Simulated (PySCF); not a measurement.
**A search over the determinants of KIn⁺**

Unrestricted PBE0; K x2c-SVPall, In x2c-SVPall; spin-free X2C with a Gaussian nucleus (PySCF 2.14). Outer shells of the fragments: K+ closed shells only; In 4d10 5s2 5p1.

Followed along the bond (rough minima from three points):

| 2Ms+1 | unpaired | ⟨S²⟩ at the start | R at minimum (Å) | Te (eV) |
| --- | --- | --- | --- | --- |
| 2 | σ ↑ | 0.75 | 4.09 | 0.00 |
| 2 | π ↑ | 0.75 | 3.91 | 0.62 |
| 4 | σ ↑↑, π ↑ | 3.75 | 4.11 | 4.65 |

Solutions found at the starting distance of 3.435 Å, counted from the lowest of them; the search is not exhaustive and high or unbound solutions are not listed, so other states can lie among these:

| 2Ms+1 | unpaired | term | E (eV) | ⟨S²⟩ | ⟨Lz²⟩ | μ (D) |
| --- | --- | --- | --- | --- | --- | --- |
| 2 | σ ↑ | ²Σ⁺ | 0.00 | 0.75 | 0.00 | -8.84 |
| 2 | π ↑ | ²Π | 0.50 | 0.75 | 1.00 | -9.73 |
| 4 | σ ↑↑, π ↑ | ⁴Π | 4.65 | 3.75 | 1.00 | -9.62 |
| 4 | σ ↑, π ↑↑ | ⁴Σ⁻ | 5.13 | 3.75 | 0.00 | -9.97 |
| 2 | σ ↑↑, π ↓ | mixed | 5.70 | 1.75 | 1.00 | -9.51 |
| 4 | σ ↑↑↑ | ⁴Σ⁺ | 8.03 | 3.75 | 0.00 | 2.02 |
| 4 | σ ↑, π ↑↑ | mixed | 9.57 | 3.75 | 2.00 | 1.61 |

A term symbol is given only where ⟨S²⟩ and ⟨Lz²⟩ are close to those of a pure state; real π, δ and φ orbitals otherwise mix terms. A positive dipole points towards In; it is taken about the centre of mass and depends on that origin.

Question: Compare the gap between the two lowest followed solutions at the starting distance with the gap between their minima.

Answer: At PBE0 the second solution (doublet, unpaired electrons π ↑) lies +0.50 eV from the first (doublet, unpaired electrons σ ↑) at 3.435 Å and +0.62 eV at the minima; the two curves relax by different amounts, since their minima lie near 3.91 and 4.09 Å.

Spin–orbit coupling is left out. Counting both spins, an empty level lies below a filled one in some of these solutions, because spin and occupation are held.
